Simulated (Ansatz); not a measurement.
**The HOMO–LUMO gap down a group: B to In**

One atom is swapped for its congeners: BHF2 `FBF`; AlHF2 `[F][AlH][F]`; InHF2 `[F][InH][F]`. The Ga member is missing. All are singlets with charge 0.

Shapes, held fixed at every level: PBE0-D4/def2-TZVP. Programs: Ansatz 0.2.0. Values in eV.

```csv
level,BHF2,AlHF2,InHF2
SPW92/def2-TZVPP,7.52,6.87,5.39
B3LYP-D4/def2-TZVPP,10.01,8.77,7.48
BHLYP-D4/def2-TZVPP,13.22,11.31,10.32
r2SCAN0-D4/def2-TZVPP,11.13,9.73,8.57
wB97X-V/def2-TZVPP,15.36,13.66,12.46
wB97M-V/def2-TZVPP,14.88,13.10,12.03
```

At wB97M-V/def2-TZVPP the HOMO–LUMO gap falls at every step, from 14.88 to 12.03 eV. Every level shows the same order. For atoms past krypton def2 sets carry core potentials with scalar relativity. Orbital gaps aren't excitation energies, and the LUMO depends on the basis.
